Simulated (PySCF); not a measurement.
A side-by-side comparison of computed properties.

First species: C₄H₉PSi₂.
InChI=1S/C4H9PSi2/c1-2-4(6)3-7-5/h1,3H,5,7H2,6H3/b4-3-

Second species: C4H12SSi.
InChI=1S/C4H12SSi/c1-5-3-2-4-6/h2-4H2,1,6H3

Levels: B3LYP/def2-SVPD for dipole moment, HOMO energy, LUMO energy, HOMO–LUMO gap, static isotropic polarisability and electronic spatial extent ⟨r²⟩ about the centre of nuclear charge; TDDFT B3LYP/def2-SVPD for lowest singlet excitation; TDA B3LYP/def2-SVPD for lowest triplet excitation (Tamm–Dancoff); GFN2-xTB for rotational constant A and rotational constant C. Geometries: GFN2-xTB. Each structure is a single optimised conformer of the isolated species, non-relativistic unless stated. Electronic properties by PySCF.

Dipoles, sizes and rotational constants follow the conformer. The torsions of the flexible species, by atom-mapped SMILES:
- `[CH:1]#[C:2]/[C:3]([SiH3:4])=[CH:5]/[SiH2:6][PH2:7]`: C3–C5–Si6–P7 64°, H–P7–Si6–C5 149°, H–P7–Si6–C5 57°
- `[CH3:1][S:2][CH2:3][CH2:4][CH2:5][SiH3:6]`: C1–S2–C3–C4 -72°, S2–C3–C4–C5 -175°, C3–C4–C5–Si6 180°

Which of the two has the higher HOMO–LUMO gap, and by how much?

The second: 6.15 eV against 5.05 eV, a difference of 1.10 eV.

Which of the two has the higher S1 energy, and by how much?

The second: 5.25 eV against 4.58 eV, a difference of 0.67 eV.

Which of the two has the higher rotational constant C, and by how much?

The second: 0.692 GHz against 0.667 GHz, a difference of 0.025 GHz.

Which of the two has the higher T1 energy, and by how much?

The second: 4.91 eV against 3.12 eV, a difference of 1.79 eV.

Which of the two has the higher ⟨r²⟩, and by how much?

The first: 1766 bohr² against 1654 bohr², a difference of 112 bohr².

Which has the higher LUMO energy?

The second: 0.09 eV against -1.91 eV, a difference of 2.00 eV.

Which of the two has the higher rotational constant A, and by how much?

The second: 6.176 GHz against 2.275 GHz, a difference of 3.901 GHz.

Which has the higher HOMO energy?

The second: -6.06 eV against -6.96 eV, a difference of 0.90 eV.

On the first: No computed singlet falls in the visible range (750 to 380 nm, 1.65 to 3.26 eV); S1 lies 1.32 eV above its blue end. The dipole equals about 2.2 × 10⁻³⁰ C·m (1 D = 3.33564 × 10⁻³⁰ C·m).

On the second: The principal polarisabilities are 86.0, 93.1 and 123.8 au; their mean is the isotropic value. In wavenumbers S1 is 42400 cm⁻¹ (1 eV = 8065.54 cm⁻¹).
